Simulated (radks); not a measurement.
Values are calculated unless marked as measured or tabulated.
Charge is removed step by step from the 6s1/2 level of neutral bismuth, starting from [Hg] 6p3. Level of theory: Dirac Kohn-Sham, PBE, spin-unpolarised, spherical densities, point nucleus; open shells fill j = l - 1/2 first (a radial shooting solver on a logarithmic mesh with Libxc functionals).

\begin{tabular}{lrrr}
removed (e) & E - E(0) (eV) & eigenvalue (eV) & E minus straight line (eV) \\ \hline
0 & 0.000 & -13.856 & 0.000 \\
0.1 & 1.426 & -14.674 & -0.387 \\
0.2 & 2.935 & -15.507 & -0.691 \\
0.3 & 4.528 & -16.354 & -0.911 \\
0.4 & 6.206 & -17.213 & -1.046 \\
0.5 & 7.971 & -18.084 & -1.094 \\
0.6 & 9.824 & -18.967 & -1.055 \\
0.7 & 11.765 & -19.859 & -0.927 \\
0.8 & 13.796 & -20.762 & -0.709 \\
0.9 & 15.918 & -21.675 & -0.400 \\
1 & 18.131 & -22.597 & 0.000 \\
\end{tabular}

Removing the whole electron costs 18.131 eV by Delta-SCF, against 13.856 eV from minus the eigenvalue at the starting occupation. Slater's transition state (half an electron removed) gives 18.084 eV. Integrating minus the eigenvalue over the occupation (Janak's theorem) gives 18.131 eV. The mean slope of the eigenvalue, de/dn, is 8.74 eV per electron.
